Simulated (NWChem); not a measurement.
System: CHCl, singlet; SMILES [CH]Cl

The following NWChem deck was run.

```
start job
memory heap 200 mb stack 900 mb global 1100 mb
geometry units angstroms noautosym nocenter noautoz
  C      0.161105     1.194884     0.000000
  Cl    -0.017084    -0.510206     0.000000
  H     -0.926245     1.521210     0.000000
end
basis spherical
  * library def2-svpd
end
dft
  xc b3lyp
  iterations 150
end
cosmo
  do_cosmo_smd true
  solvent water
end
task dft energy
```

Output (shortened):

```
             Northwest Computational Chemistry Package (NWChem) 7.3.0
             --------------------------------------------------------

                             Geometry "geometry" -> ""
                             -------------------------

 Output coordinates in angstroms (scale by  1.889725989 to convert to a.u.)

  No.       Tag          Charge          X              Y              Z
 ---- ---------------- ---------- -------------- -------------- --------------
    1 C                    6.0000     0.16110500     1.19488400     0.00000000
    2 Cl                  17.0000    -0.01708400    -0.51020600     0.00000000
    3 H                    1.0000    -0.92624500     1.52121000     0.00000000

 Effective nuclear repulsion energy (a.u.)      38.3232572537

                                 NWChem DFT Module
                                 -----------------

 Summary of "ao basis" -> "ao basis" (spherical)
 ------------------------------------------------------------------------------
       Tag                 Description            Shells   Functions and Types
 ---------------- ------------------------------  ------  ---------------------
 C                         def2-svpd                 8       20   4s2p2d
 Cl                        def2-svpd                11       27   5s4p2d
 H                         def2-svpd                 4        8   2s2p

 in cosmo_initialize ...
 calling solv_data for solv:h2o

 solvent parameters
 solvname_short: h2o
 solvname_long:  water
 dielec:       78.4000
 dielecinf:     1.7769
 aqueous SMD model solvent descriptors
 dielec:       78.4000
 sola:          0.8200

          ---------------
          -cosmo- solvent
          ---------------
 Cosmo: York-Karplus, doi: 10.1021/jp992097l
 dielectric constant -eps-     =  78.40
 screen = (eps-1)/(eps    )    =   0.98724
 surface charge correction     = lagrangian

   van der Waals surface
 --------------------------

[...]

                                COSMO-SMD solvation results
                                ---------------------------

             internal energy in gas <Psi(g)|H|Psi(g)> =      -498.614343457943
         internal energy in solvent <Psi(s)|H|Psi(s)> =      -498.612939365556
                               delta internal energy  =         0.001404092387 (    0.88 kcal/mol)
   total free energy in solvent <Psi(s)|H+V/2|Psi(s)> =      -498.620333981275
 polarization energy contribution <Psi(s)|V/2|Psi(s)> =        -0.007394615719 (   -4.64 kcal/mol)
    total free energy in solvent including G(SMD-CDS) =      -498.613375385377
                       G(SMD-CDS) energy contribution =         0.006958595897 (    4.37 kcal/mol)
     1 M fixed-concentration free energy of solvation =         0.000968072566 (    0.61 kcal/mol)

                       DFT Final Molecular Orbital Analysis
                       ------------------------------------

 Vector   10  Occ=2.000000D+00  E=-3.943577D-01
              MO Center=  3.5D-03, -2.5D-01, -7.4D-10, r^2= 1.4D+00
   Bfn.  Coefficient  Atom+Function         Bfn.  Coefficient  Atom+Function
  ----- ------------  ---------------      ----- ------------  ---------------
    34      0.550047  2 Cl pz                31      0.455324  2 Cl pz
    28      0.260239  2 Cl pz                 7      0.202884  1 C  pz
    10      0.103752  1 C  pz                37      0.060241  2 Cl pz
    39      0.034317  2 Cl d -1              44      0.027105  2 Cl d -1

 Vector   11  Occ=2.000000D+00  E=-3.795673D-01
              MO Center=  1.2D-01,  5.9D-02,  2.8D-09, r^2= 1.9D+00
   Bfn.  Coefficient  Atom+Function         Bfn.  Coefficient  Atom+Function
  ----- ------------  ---------------      ----- ------------  ---------------
    32      0.442419  2 Cl px                29      0.365809  2 Cl px
    33     -0.276733  2 Cl py                30     -0.225655  2 Cl py
     6      0.216666  1 C  py                 2      0.208248  1 C  s
    26      0.208363  2 Cl px                 3      0.148751  1 C  s
    27     -0.127381  2 Cl py                 5      0.122219  1 C  px

 Vector   12  Occ=2.000000D+00  E=-2.619337D-01
              MO Center=  2.5D-01,  8.0D-01, -9.5D-11, r^2= 2.1D+00
   Bfn.  Coefficient  Atom+Function         Bfn.  Coefficient  Atom+Function
  ----- ------------  ---------------      ----- ------------  ---------------
     5      0.421979  1 C  px                32     -0.365965  2 Cl px
    29     -0.284796  2 Cl px                 3      0.282960  1 C  s
     2      0.272332  1 C  s                  4      0.228468  1 C  s
    48     -0.219649  3 H  s                  8      0.205889  1 C  px
    49     -0.185707  3 H  s                 26     -0.158063  2 Cl px

 Vector   13  Occ=0.000000D+00  E=-1.329289D-01
              MO Center=  9.4D-02,  8.7D-01,  1.9D-09, r^2= 1.8D+00
   Bfn.  Coefficient  Atom+Function         Bfn.  Coefficient  Atom+Function
  ----- ------------  ---------------      ----- ------------  ---------------
     7      0.580847  1 C  pz                10      0.407058  1 C  pz
    34     -0.304885  2 Cl pz                31     -0.221653  2 Cl pz
    28     -0.121507  2 Cl pz                44      0.103662  2 Cl d -1
    39      0.070159  2 Cl d -1              55      0.060758  3 H  pz
    17      0.037403  1 C  d -1

[...]
```

Level: B3LYP/def2-SVPD, SMD on the gas-phase geometry. Low-valent species are run as closed-shell singlets; no triplet was tried in these runs. All runs use the structure optimised with PBE-D3(BJ)/def2-SVP. B3LYP is NWChem's, with the RPA form of VWN correlation. Solvent: water.
